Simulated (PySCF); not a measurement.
F$_{2}$Zn, charge +1, doublet, geometry from GFN2-xTB (such geometries of metal compounds can be far from the true shape) (a state made from the parent by changing its charge; the spin is typed, not shown lowest).

Input for PySCF:
```python
from pyscf import gto, scf, dft

mol = gto.M(
    atom='''
Zn    0.12354814    0.24440345    0.24927362
F    -0.42372069    0.69631363   -1.38959384
F     0.01189356   -1.51099178    0.55868176
''',
    basis='cc-pvdz',
    charge=1,
    spin=1,
    verbose=4,
)

mf = dft.UKS(mol)
mf.xc = 'pbe0'
mf.kernel()
```

### Question
What is the computed number of basis functions (PBE0/cc-pVDZ run with PySCF)?

### Answer
71

### Question
Give the Mulliken (on the basis functions themselves) charges in atom order at the level PBE0/cc-pVDZ.

### Answer
Zn1 1.26, F2 -0.13, F3 -0.13

### Question
Estimate the <S^2> that PBE0/cc-pVDZ returns for this input.

### Answer
0.764

These values belong to the state on which the SCF converged, which isn't shown to be the lowest.
